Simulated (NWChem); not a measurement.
Species: C2H3FO2Si; SMILES O=C1O[Si@H](F)C1

```xyz
9

O      0.2395     2.4242    -0.3345
C      0.0545     1.2774    -0.0956
C     -1.2359     0.4412    -0.0408
Si    -0.0586    -0.9244     0.4254
F      0.1782    -2.0776    -0.6757
O      1.0373     0.3711     0.2323
H     -1.7324     0.3761    -1.0203
H     -1.9535     0.8296     0.6961
H     -0.0029    -1.5630     1.7538
```
Atoms are numbered in this order, from 1.

Program: NWChem. The geometry was optimised at PBE0/def2-SVP. Level: PBE0/def2-SVP with SMD (1 M gas to 1 M solution), gas-phase geometry. Reactions with the solvent are ignored.

For solvent toluene:

```yaml
cavity-dispersion-structure term (kcal/mol): -1.4
dipole in solution (D): 4.11
```

Task: How do the values read with solvent water instead?

Result: cavity-dispersion-structure term (kcal/mol): 4.1
dipole in solution (D): 4.88
